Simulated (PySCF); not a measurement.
A geometry optimisation, step by step.

Compound: BF₂H₅P₂.
Bonds: B1–P2, P2–F3, P2–F4, P2–P5. Hydrogens: H6, H7, H8 on B1; H9, H10 on P5.

Method: PBE0-D3(BJ)/def2-SVP geometry optimisation, gas phase (PySCF 2.14.0); density fitting, grid level 1; the optimiser is geomeTRIC in internal coordinates, started from a GFN2-xTB structure with every atom displaced at random (about 0.01 Å). The frame can shift and turn from step to step; on so coarse a grid that alone can change the energy by a few meV, and forces under 0.02 eV/Å are noise.

Step 0: E = -24746.0998 eV, largest atomic force 1.582 eV/Å
```
atom  x, y, z in Å  |  force x, y, z in eV/Å
B1     -1.326    0.681   -0.301    0.834   0.152   0.162
P2      0.049   -0.327    0.518   -0.456  -0.203   1.273
F3      0.311    0.124    2.034    0.177   0.534  -0.394
F4     -0.393   -1.801    0.928   -0.254  -0.279  -0.588
P5      2.110   -0.781   -0.113    0.089  -0.101   1.440
H6     -0.880    1.794   -0.413    0.322   0.298   0.033
H7     -2.236    0.621    0.457   -0.444  -0.240   0.606
H8     -1.503    0.174   -1.352   -0.089  -0.527  -0.825
H9      1.634   -1.076   -1.360   -0.425  -0.370  -1.479
H10     2.285    0.569   -0.420    0.247   0.736  -0.228
```

Step 1: E = -24746.3128 eV, largest atomic force 0.355 eV/Å
```
atom  x, y, z in Å  |  force x, y, z in eV/Å
B1     -1.249    0.656   -0.308   -0.167   0.115  -0.037
P2      0.008   -0.351    0.598   -0.026  -0.247   0.253
F3      0.300    0.168    2.076    0.007   0.020  -0.179
F4     -0.465   -1.839    0.937    0.058   0.233  -0.146
P5      2.046   -0.737   -0.119    0.018  -0.009  -0.140
H6     -0.738    1.757   -0.406    0.107   0.028   0.060
H7     -2.210    0.616    0.440   -0.065  -0.013   0.004
H8     -1.393    0.103   -1.383    0.031  -0.110   0.015
H9      1.536   -1.045   -1.427    0.050   0.030   0.152
H10     2.215    0.650   -0.430   -0.014  -0.047   0.019
```

Step 2: E = -24746.3203 eV, largest atomic force 0.121 eV/Å
```
atom  x, y, z in Å  |  force x, y, z in eV/Å
B1     -1.255    0.661   -0.309   -0.078   0.081  -0.005
P2      0.004   -0.350    0.596   -0.008  -0.093   0.077
F3      0.301    0.176    2.067    0.011  -0.002  -0.028
F4     -0.472   -1.835    0.920    0.018   0.062  -0.035
P5      2.046   -0.740   -0.114   -0.010   0.005  -0.018
H6     -0.720    1.755   -0.396    0.035   0.001   0.014
H7     -2.224    0.624    0.431   -0.005  -0.005  -0.026
H8     -1.383    0.090   -1.378    0.011  -0.041   0.000
H9      1.539   -1.047   -1.416    0.018  -0.002   0.018
H10     2.213    0.645   -0.423    0.007  -0.005   0.003
```

Step 3: E = -24746.3216 eV, largest atomic force 0.031 eV/Å
```
atom  x, y, z in Å  |  force x, y, z in eV/Å
B1     -1.257    0.668   -0.312   -0.001   0.025   0.018
P2     -0.002   -0.350    0.598   -0.017   0.009  -0.021
F3      0.297    0.175    2.068    0.010  -0.011   0.023
F4     -0.481   -1.833    0.913   -0.001  -0.016   0.008
P5      2.043   -0.744   -0.107   -0.006   0.011   0.013
H6     -0.707    1.755   -0.393    0.003  -0.006  -0.009
H7     -2.234    0.635    0.417    0.002   0.001  -0.021
H8     -1.372    0.085   -1.378    0.005  -0.004  -0.005
H9      1.547   -1.051   -1.410    0.000  -0.009  -0.011
H10     2.216    0.641   -0.416    0.004  -0.001   0.005
```

Step 4: E = -24746.3220 eV, largest atomic force 0.054 eV/Å
```
atom  x, y, z in Å  |  force x, y, z in eV/Å
B1     -1.254    0.674   -0.317    0.024  -0.005   0.025
P2     -0.008   -0.351    0.600   -0.012   0.037  -0.038
F3      0.291    0.170    2.072    0.002  -0.009   0.027
F4     -0.491   -1.833    0.910   -0.010  -0.031   0.014
P5      2.039   -0.747   -0.098   -0.004   0.006   0.013
H6     -0.695    1.757   -0.396   -0.004  -0.005  -0.015
H7     -2.239    0.646    0.400    0.001   0.004  -0.013
H8     -1.360    0.085   -1.381    0.005   0.009  -0.006
H9      1.550   -1.056   -1.404   -0.003  -0.006  -0.010
H10     2.218    0.636   -0.407    0.002   0.000   0.004
```

Step 5: E = -24746.3226 eV, largest atomic force 0.073 eV/Å
```
atom  x, y, z in Å  |  force x, y, z in eV/Å
B1     -1.242    0.689   -0.333    0.044  -0.052   0.024
P2     -0.025   -0.352    0.606    0.006   0.057  -0.034
F3      0.267    0.155    2.085   -0.016  -0.004   0.013
F4     -0.522   -1.832    0.902   -0.020  -0.032   0.012
P5      2.028   -0.761   -0.070    0.003  -0.007   0.007
H6     -0.661    1.761   -0.408   -0.011   0.002  -0.019
H7     -2.250    0.679    0.351   -0.002   0.010   0.004
H8     -1.323    0.088   -1.394    0.006   0.026  -0.009
H9      1.557   -1.069   -1.383   -0.007   0.002   0.000
H10     2.222    0.621   -0.377   -0.004  -0.001   0.002
```

Step 6: E = -24746.3229 eV, largest atomic force 0.073 eV/Å
```
atom  x, y, z in Å  |  force x, y, z in eV/Å
B1     -1.226    0.704   -0.351    0.035  -0.064   0.007
P2     -0.041   -0.352    0.612    0.020   0.041  -0.010
F3      0.235    0.141    2.099   -0.025   0.002  -0.007
F4     -0.558   -1.829    0.893   -0.019  -0.014   0.004
P5      2.016   -0.777   -0.038    0.008  -0.016   0.002
H6     -0.626    1.765   -0.423   -0.010   0.007  -0.013
H7     -2.255    0.714    0.298   -0.002   0.011   0.015
H8     -1.282    0.095   -1.410    0.005   0.028  -0.007
H9      1.561   -1.084   -1.358   -0.008   0.007   0.008
H10     2.226    0.602   -0.344   -0.005  -0.002   0.001
```

Step 7: E = -24746.3233 eV, largest atomic force 0.048 eV/Å
```
atom  x, y, z in Å  |  force x, y, z in eV/Å
B1     -1.205    0.719   -0.374    0.009  -0.042  -0.021
P2     -0.059   -0.351    0.617    0.026   0.003   0.018
F3      0.195    0.131    2.112   -0.022   0.009  -0.023
F4     -0.599   -1.822    0.884   -0.009   0.009  -0.003
P5      2.003   -0.799    0.000    0.008  -0.017  -0.001
H6     -0.588    1.771   -0.442   -0.005   0.009   0.001
H7     -2.253    0.750    0.242    0.000   0.007   0.020
H8     -1.238    0.105   -1.431    0.001   0.018  -0.002
H9      1.563   -1.103   -1.325   -0.005   0.006   0.011
H10     2.232    0.578   -0.304   -0.004  -0.002   0.001
```

Step 8: E = -24746.3238 eV, largest atomic force 0.038 eV/Å
```
atom  x, y, z in Å  |  force x, y, z in eV/Å
B1     -1.193    0.725   -0.387   -0.009  -0.008  -0.036
P2     -0.065   -0.349    0.617    0.016  -0.023   0.026
F3      0.172    0.134    2.115   -0.009   0.011  -0.021
F4     -0.620   -1.816    0.882    0.001   0.018  -0.006
P5      1.998   -0.813    0.021    0.003  -0.011   0.000
H6     -0.573    1.774   -0.453    0.000   0.007   0.012
H7     -2.247    0.763    0.220    0.002   0.002   0.014
H8     -1.221    0.114   -1.446   -0.003   0.004   0.002
H9      1.563   -1.114   -1.306    0.000   0.002   0.007
H10     2.237    0.562   -0.284   -0.001  -0.002   0.001
```

Step 9: E = -24746.3242 eV, largest atomic force 0.042 eV/Å
```
atom  x, y, z in Å  |  force x, y, z in eV/Å
B1     -1.189    0.726   -0.396   -0.014   0.020  -0.035
P2     -0.066   -0.347    0.615   -0.001  -0.028   0.013
F3      0.159    0.145    2.110    0.006   0.009  -0.005
F4     -0.630   -1.810    0.883    0.007   0.014  -0.003
P5      1.999   -0.824    0.033   -0.004  -0.002   0.003
H6     -0.571    1.777   -0.459    0.003   0.002   0.016
H7     -2.240    0.765    0.217    0.003  -0.003   0.004
H8     -1.220    0.121   -1.457   -0.007  -0.007   0.004
H9      1.565   -1.124   -1.294    0.004  -0.003   0.001
H10     2.244    0.550   -0.274    0.003  -0.001   0.002
```

Step 10: E = -24746.3244 eV, largest atomic force 0.028 eV/Å
```
atom  x, y, z in Å  |  force x, y, z in eV/Å
B1     -1.189    0.727   -0.401   -0.005   0.019  -0.020
P2     -0.067   -0.346    0.612   -0.009  -0.014  -0.003
F3      0.156    0.155    2.105    0.010   0.005   0.005
F4     -0.634   -1.806    0.886    0.006   0.004   0.002
P5      1.999   -0.831    0.040   -0.006   0.002   0.004
H6     -0.571    1.779   -0.461    0.003  -0.001   0.011
H7     -2.236    0.765    0.219    0.002  -0.003  -0.002
H8     -1.225    0.125   -1.463   -0.007  -0.007   0.004
H9      1.569   -1.132   -1.289    0.004  -0.004  -0.003
H10     2.250    0.542   -0.269    0.003  -0.001   0.002
```

Question: Summarise the path.

Answer: The energy falls by 0.2246 eV from step 0 to step 10; nine tenths of that is first reached at step 1. It falls at every step. The largest force goes from 1.582 to 0.028 eV/Å. Among the bonds P5–H9 changes most, from 1.366 to 1.429 Å; the atoms move by 0.122 Å rms after alignment.

Question: Follow the three bonds and two angles with the largest change from start to end.

Answer: 
| step | E above end (eV) | largest force (eV/Å) | P5–H9 (Å) | B1–H8 (Å) | B1–P2 (Å) | B1–P2–P5 (°) | F3–P2–F4 (°) |
| --- | --- | --- | --- | --- | --- | --- | --- |
| 0 | 0.2246 | 1.582 | 1.366 | 1.180 | 1.892 | 131.7 | 93.6 |
| 1 | 0.0116 | 0.355 | 1.437 | 1.218 | 1.848 | 124.6 | 99.3 |
| 2 | 0.0041 | 0.121 | 1.430 | 1.219 | 1.851 | 124.8 | 100.1 |
| 3 | 0.0028 | 0.031 | 1.428 | 1.220 | 1.854 | 124.7 | 100.5 |
| 4 | 0.0024 | 0.054 | 1.428 | 1.221 | 1.856 | 124.6 | 100.5 |
| 5 | 0.0018 | 0.073 | 1.428 | 1.222 | 1.857 | 124.1 | 100.4 |
| 6 | 0.0015 | 0.073 | 1.429 | 1.223 | 1.856 | 123.6 | 100.3 |
| 7 | 0.0011 | 0.048 | 1.429 | 1.223 | 1.854 | 123.2 | 100.2 |
| 8 | 0.0006 | 0.038 | 1.429 | 1.223 | 1.853 | 123.2 | 100.1 |
| 9 | 0.0002 | 0.042 | 1.429 | 1.222 | 1.853 | 123.4 | 100.2 |
| 10 | 0.0000 | 0.028 | 1.429 | 1.222 | 1.854 | 123.7 | 100.2 |

The cost below is that of the whole optimisation. On one thread, Arm Neoverse V1 (aarch64), on a shared host, this took 38 s wall and 0.43 GiB of memory at its peak.
